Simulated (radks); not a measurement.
The numbers below are computed, except where a source is named.
Ta I, 73 electrons, occupied as [Xe] 4f14 5d3 6s1 7s1 (not the ground configuration).

Code: a radial shooting solver on a logarithmic mesh with Libxc functionals. Model: scalar-relativistic Kohn-Sham, r2SCAN, spin-polarised, spherical densities, finite nucleus; open shells are filled with parallel spins first (spin-orbit coupling, left out, can overturn this in heavy ions); meta-GGA in the generalised Kohn-Sham scheme; Fermi nuclear charge, rms radius 5.3507 fm.

Energy parts (eV):
total: -424602.09
kinetic: 466395.93
electron-nucleus: -1048309.49
Hartree: 165899.76
exchange-correlation: -8588.30

Orbitals (lengths in bohr, moments of r in powers of bohr; <r^-3> diverges for s and p1/2; r(max) is where P^2 peaks):
| orbital | occ. | eigenvalue (eV) | r(max) | <r^-3> |
|---|---|---|---|---|
| 1s down | 1 | -67440.90 | 0.01168 | - |
| 1s up | 1 | -67440.90 | 0.01168 | - |
| 2s up | 1 | -11615.53 | 0.06683 | - |
| 2s down | 1 | -11615.35 | 0.06683 | - |
| 2p up | 3 | -10177.49 | 0.05477 | 18750 |
| 2p down | 3 | -10177.36 | 0.05477 | 18750 |
| 3s down | 1 | -2673.214 | 0.1885 | - |
| 3s up | 1 | -2673.207 | 0.1885 | - |
| 3p up | 3 | -2243.434 | 0.1864 | 4171 |
| 3p down | 3 | -2243.427 | 0.1864 | 4171 |
| 3d up | 5 | -1741.019 | 0.1521 | 537.1 |
| 3d down | 5 | -1740.938 | 0.1521 | 537.1 |
| 4s up | 1 | -553.2866 | 0.4290 | - |
| 4s down | 1 | -553.1733 | 0.4290 | - |
| 4p up | 3 | -411.6794 | 0.4495 | 956.7 |
| 4p down | 3 | -411.5812 | 0.4495 | 956.3 |
| 4d up | 5 | -229.4700 | 0.4616 | 105.3 |
| 4d down | 5 | -229.3428 | 0.4617 | 105.3 |
| 5s up | 1 | -78.8235 | 0.9914 | - |
| 5s down | 1 | -77.5437 | 0.9884 | - |
| 5p up | 3 | -44.9456 | 1.128 | 128.7 |
| 5p down | 3 | -43.0039 | 1.120 | 134.3 |
| 4f up | 7 | -28.5524 | 0.4426 | 17.18 |
| 4f down | 7 | -28.2034 | 0.4424 | 17.34 |
| 6s up | 1 | -9.2448 | 2.639 | - |
| 5d up | 3 | -8.0511 | 1.576 | 5.908 |
| 7s up | 1 | -1.5387 | 7.821 | - |

The highest occupied level is 7s up at -1.539 eV. The electron density at the nucleus is 1.394e+06 e/bohr^3 (large components only). The spin density at the nucleus is 82.08 e/bohr^3 (1s 0.56, 2s -1.10, 3s 0.67, 4s 1.86, 5s -14.92, 6s 87.13, 7s 7.88).
